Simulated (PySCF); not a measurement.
## Basis-set dependence of population analyses: `C=CBNC`

Species: C₃H₈BN.
Atom-mapped SMILES: `[CH2:1]=[CH:2][BH:3][NH:4][CH3:5]` (hydrogens: H6, H7 on C1; H8 on C2; H9 on B3; H10 on N4; H11, H12, H13 on C5)

Structure used (PBE0-D3(BJ)/def2-SVP), in Å, numbered top down from 1:
```
atom  x, y, z in Å
C1     2.3180   -0.3593   -0.5446
C2     1.6446    0.5192    0.2119
B3     0.0982    0.7484    0.1302
N4    -0.7693   -0.3094   -0.1337
C5    -2.1996   -0.2487   -0.2855
H6     3.4058   -0.4776   -0.4915
H7     1.8068   -0.9930   -1.2800
H8     2.2340    1.1498    0.8912
H9    -0.3850    1.8512    0.2870
H10   -0.3790   -1.2430   -0.2172
H11   -2.5338    0.7913   -0.1714
H12   -2.7223   -0.8585    0.4716
H13   -2.5250   -0.6014   -1.2794
```

PBE0 throughout (PySCF), one geometry, spherical d and f functions. Geometry: PBE0-D3(BJ)/def2-SVP, one conformer, isolated molecule. The first 7 of 11 kinds of atom are listed.

Mulliken charges (e):

```json
{"basis": "STO-3G", "functions": "33", "C1": "-0.168", "C2": "-0.179", "B3": "+0.224", "N4": "-0.361", "C5": "-0.147", "H6": "+0.074", "H7": "+0.066"}
{"basis": "6-31G", "functions": "61", "C1": "-0.366", "C2": "-0.282", "B3": "+0.403", "N4": "-0.688", "C5": "-0.319", "H6": "+0.155", "H7": "+0.143"}
{"basis": "pcSseg-0", "functions": "61", "C1": "-0.410", "C2": "-0.599", "B3": "+0.560", "N4": "-0.817", "C5": "-0.408", "H6": "+0.217", "H7": "+0.199"}
{"basis": "6-31G*", "functions": "86", "C1": "-0.397", "C2": "-0.223", "B3": "+0.216", "N4": "-0.542", "C5": "-0.376", "H6": "+0.167", "H7": "+0.155"}
{"basis": "cc-pVDZ", "functions": "110", "C1": "-0.083", "C2": "-0.089", "B3": "-0.040", "N4": "-0.062", "C5": "+0.005", "H6": "+0.040", "H7": "+0.029"}
{"basis": "def2-SVP", "functions": "110", "C1": "-0.110", "C2": "-0.084", "B3": "-0.040", "N4": "-0.167", "C5": "+0.038", "H6": "+0.049", "H7": "+0.039"}
{"basis": "6-311+G(2d,p)", "functions": "183", "C1": "-0.313", "C2": "-0.192", "B3": "+0.334", "N4": "-0.369", "C5": "-0.433", "H6": "+0.119", "H7": "+0.105"}
{"basis": "aug-cc-pVDZ", "functions": "187", "C1": "+0.538", "C2": "+0.685", "B3": "-0.214", "N4": "-0.076", "C5": "+0.789", "H6": "-0.401", "H7": "-0.441"}
{"basis": "def2-TZVP", "functions": "203", "C1": "-0.260", "C2": "-0.226", "B3": "+0.072", "N4": "-0.263", "C5": "-0.269", "H6": "+0.126", "H7": "+0.115"}
{"basis": "IGLO-III", "functions": "255", "C1": "-0.233", "C2": "-0.259", "B3": "+0.352", "N4": "-0.314", "C5": "-0.309", "H6": "+0.108", "H7": "+0.089"}
{"basis": "cc-pVTZ", "functions": "262", "C1": "-0.263", "C2": "-0.157", "B3": "-0.008", "N4": "-0.113", "C5": "-0.192", "H6": "+0.118", "H7": "+0.103"}
```

IAO charges (e):

```json
{"basis": "STO-3G", "functions": "33", "C1": "-0.251", "C2": "-0.258", "B3": "+0.109", "N4": "-0.303", "C5": "-0.307", "H6": "+0.129", "H7": "+0.117"}
{"basis": "6-31G", "functions": "61", "C1": "-0.289", "C2": "-0.259", "B3": "+0.088", "N4": "-0.348", "C5": "-0.322", "H6": "+0.147", "H7": "+0.133"}
{"basis": "pcSseg-0", "functions": "61", "C1": "-0.275", "C2": "-0.256", "B3": "+0.070", "N4": "-0.331", "C5": "-0.306", "H6": "+0.142", "H7": "+0.128"}
{"basis": "6-31G*", "functions": "86", "C1": "-0.274", "C2": "-0.261", "B3": "+0.104", "N4": "-0.354", "C5": "-0.294", "H6": "+0.141", "H7": "+0.128"}
{"basis": "cc-pVDZ", "functions": "110", "C1": "-0.277", "C2": "-0.260", "B3": "+0.082", "N4": "-0.344", "C5": "-0.292", "H6": "+0.143", "H7": "+0.129"}
{"basis": "def2-SVP", "functions": "110", "C1": "-0.269", "C2": "-0.256", "B3": "+0.084", "N4": "-0.338", "C5": "-0.283", "H6": "+0.139", "H7": "+0.125"}
{"basis": "6-311+G(2d,p)", "functions": "183", "C1": "-0.288", "C2": "-0.267", "B3": "+0.092", "N4": "-0.363", "C5": "-0.304", "H6": "+0.148", "H7": "+0.134"}
{"basis": "aug-cc-pVDZ", "functions": "187", "C1": "-0.288", "C2": "-0.265", "B3": "+0.088", "N4": "-0.358", "C5": "-0.302", "H6": "+0.148", "H7": "+0.134"}
{"basis": "def2-TZVP", "functions": "203", "C1": "-0.287", "C2": "-0.267", "B3": "+0.094", "N4": "-0.362", "C5": "-0.302", "H6": "+0.148", "H7": "+0.134"}
{"basis": "IGLO-III", "functions": "255", "C1": "-0.288", "C2": "-0.268", "B3": "+0.093", "N4": "-0.364", "C5": "-0.305", "H6": "+0.149", "H7": "+0.135"}
{"basis": "cc-pVTZ", "functions": "262", "C1": "-0.287", "C2": "-0.267", "B3": "+0.093", "N4": "-0.361", "C5": "-0.304", "H6": "+0.148", "H7": "+0.134"}
```

Hirshfeld charges (e):

| basis | functions | C1 | C2 | B3 | N4 | C5 | H6 | H7 |
| --- | --- | --- | --- | --- | --- | --- | --- | --- |
| STO-3G | 33 | -0.060 | -0.089 | +0.104 | -0.139 | +0.031 | +0.022 | +0.018 |
| 6-31G | 61 | -0.091 | -0.108 | +0.096 | -0.149 | -0.041 | +0.041 | +0.036 |
| pcSseg-0 | 61 | -0.084 | -0.109 | +0.094 | -0.138 | -0.043 | +0.040 | +0.035 |
| 6-31G* | 86 | -0.090 | -0.109 | +0.097 | -0.150 | -0.043 | +0.042 | +0.037 |
| cc-pVDZ | 110 | -0.089 | -0.114 | +0.100 | -0.143 | -0.052 | +0.042 | +0.035 |
| def2-SVP | 110 | -0.089 | -0.115 | +0.103 | -0.146 | -0.054 | +0.042 | +0.036 |
| 6-311+G(2d,p) | 183 | -0.092 | -0.122 | +0.117 | -0.169 | -0.058 | +0.044 | +0.040 |
| aug-cc-pVDZ | 187 | -0.096 | -0.121 | +0.117 | -0.167 | -0.065 | +0.045 | +0.040 |
| def2-TZVP | 203 | -0.094 | -0.120 | +0.115 | -0.165 | -0.061 | +0.045 | +0.039 |
| IGLO-III | 255 | -0.095 | -0.120 | +0.117 | -0.168 | -0.065 | +0.045 | +0.040 |
| cc-pVTZ | 262 | -0.093 | -0.118 | +0.114 | -0.161 | -0.062 | +0.044 | +0.039 |

Question: Which scheme is steadiest as the basis changes?

Answer: Largest range over the bases for any column: IAO 0.06 e, Hirshfeld 0.10 e, Mulliken 1.28 e. IAO charges move least and Mulliken charges most, counted in e. Without the minimal STO-3G basis the ranges are IAO 0.04, Hirshfeld 0.03, Mulliken 1.28 e.

Question: How much do the charges still move between the two largest bases, IGLO-III and cc-pVTZ?

Answer: At most, over all atoms: Mulliken 0.360 e, IAO 0.003 e, Hirshfeld 0.007 e.

Question: What do the same runs give for the total energy, the frontier levels and the dipole moment?

Answer: 
```json
{"basis": "STO-3G", "energy (Eh)": "-196.0705", "HOMO (eV)": "-5.18", "LUMO (eV)": "2.62", "μ (D)": "1.96"}
{"basis": "6-31G", "energy (Eh)": "-198.4486", "HOMO (eV)": "-6.97", "LUMO (eV)": "-0.17", "μ (D)": "1.81"}
{"basis": "pcSseg-0", "energy (Eh)": "-198.0628", "HOMO (eV)": "-7.23", "LUMO (eV)": "-0.37", "μ (D)": "1.94"}
{"basis": "6-31G*", "energy (Eh)": "-198.4905", "HOMO (eV)": "-6.95", "LUMO (eV)": "-0.18", "μ (D)": "1.74"}
{"basis": "cc-pVDZ", "energy (Eh)": "-198.5084", "HOMO (eV)": "-7.08", "LUMO (eV)": "-0.39", "μ (D)": "1.78"}
{"basis": "def2-SVP", "energy (Eh)": "-198.3561", "HOMO (eV)": "-7.15", "LUMO (eV)": "-0.45", "μ (D)": "1.81"}
{"basis": "6-311+G(2d,p)", "energy (Eh)": "-198.5551", "HOMO (eV)": "-7.23", "LUMO (eV)": "-0.73", "μ (D)": "1.66"}
{"basis": "aug-cc-pVDZ", "energy (Eh)": "-198.5203", "HOMO (eV)": "-7.21", "LUMO (eV)": "-0.72", "μ (D)": "1.65"}
{"basis": "def2-TZVP", "energy (Eh)": "-198.5696", "HOMO (eV)": "-7.22", "LUMO (eV)": "-0.65", "μ (D)": "1.66"}
{"basis": "IGLO-III", "energy (Eh)": "-198.5766", "HOMO (eV)": "-7.23", "LUMO (eV)": "-0.71", "μ (D)": "1.66"}
{"basis": "cc-pVTZ", "energy (Eh)": "-198.5667", "HOMO (eV)": "-7.20", "LUMO (eV)": "-0.59", "μ (D)": "1.68"}
```

The dipole is fixed by the density alone, so its range of 0.31 D shows that the density itself changes with the basis, not only its division among atoms.
